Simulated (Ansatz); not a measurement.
Harmonic frequencies (cm⁻¹) at PBE0-D4/def2-TZVP from Ansatz: 144, 152, 168, 195, 256, 283, 473, 572, 581, 682, 790, 1149, 1173, 1401, 1407, 3044, 3155, 3166.

Q: Which molecule is it?
A. `[CH3][V](=[O])([Cl])[Cl]`
B. `[CH3][V](=[O])([F])[Cl]`
C. `[NH]=[V]([NH2])([F])[F]`
D. `[O]=[V]([OH])([OH])[F]`

A: B.
